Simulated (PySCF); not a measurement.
Compound: C₄H₃F₅O₂.
Structure used (PBE0-D3(BJ)/def2-SVP), in Å, numbered top down from 1:
```
atom  x, y, z in Å
C1     1.609   -0.949    0.574
O2     0.697   -0.059    1.201
C3    -0.054    0.705    0.405
O4    -1.413    0.491    0.430
C5    -1.908   -0.492   -0.360
F6    -3.214   -0.502   -0.216
F7    -1.429   -1.691   -0.028
F8    -1.612   -0.293   -1.641
C9     0.410    1.741   -0.299
F10   -0.321    2.505   -1.063
F11    1.673    2.089   -0.302
H12    2.074   -1.534    1.376
H13    1.087   -1.629   -0.117
H14    2.393   -0.396    0.032
```

Linear response at CAM-B3LYP/def2-SVPD (PySCF, frozen core in the response, non-relativistic). One conformer (not necessarily the lowest) at the PBE0-D3(BJ)/def2-SVP geometry, without solvent, vibrations or thermal averaging.

Static isotropic polarisability: 61.60 au (9.13 Å³), principal values 48.9, 65.5, 70.4 au.

Q: What is the polarisability at 1064 nm and at the sodium D line?

A: 61.98 au at 1064 nm (+0.6 %), 62.87 au at 589.3 nm (+2.0 %). The rise at 589.3 nm is 3.36 times that at 1064 nm; a pure ω² law gives 3.26. The lowest singlet lies at 182 nm, shorter than both wavelengths.

Q: What is the isotropic C6 coefficient between two such molecules, C6 = (3/π)∫α(iω)² dω?

A: 2027 au (Eh·bohr⁶) by a ten-point quadrature over imaginary frequencies, which is 1210 eV·Å⁶ or 117 J·nm⁶/mol.

Q: Which effective excitation energy ω̄ makes London's formula C6 = (3/4)α²ω̄ exact here?

A: ω̄ = 4·C6/(3α²) = 0.712 Eh = 19.4 eV. A one-pole form α(ω) = α/(1 − ω²/ω̄²) fitted to the 1064 nm value gives 15.0 eV.

Q: What n − 1 at the D line would an ideal gas of it have at 273.15 K and 1 atm (2.6868 × 10¹⁹ cm⁻³), by n − 1 = 2π·N·α′?

A: 15.73 × 10⁻⁴, a formal value whether or not that pressure can be reached.

Q: What does −C6/R⁶ come to at R = 10 Å between centres?

A: -120 J/mol. This is the leading, orientation-averaged term; C8 and higher terms are left out.

Q: The lowest 6 singlets have (eV, f): 6.80, 0.028; 7.39, 0.286; 7.61, 0.004; 8.02, 0.003; 8.18, 0.028; 8.23, 0.032. What share of the static polarisability do they carry in the sum over states α = Σ f/ω²?

A: 5.09 au, 8.3 % of α; the largest term, 3.88 au, is that of the state at 7.39 eV. Their oscillator strengths add up to 0.38. Higher states carry the rest.

Q: How many electrons N does the Slater–Kirkwood formula C6 = (3/4)·√N·α^(3/2) need to give this C6?

A: N = (4·C6/3)²/α³ = 31.2; the species has 88 electrons in all.

Q: What three-body coefficient follows from the one-pole estimate C9 = (3/4)·α·C6?

A: 93600 au. This is an estimate from the two numbers above, not a computed integral.
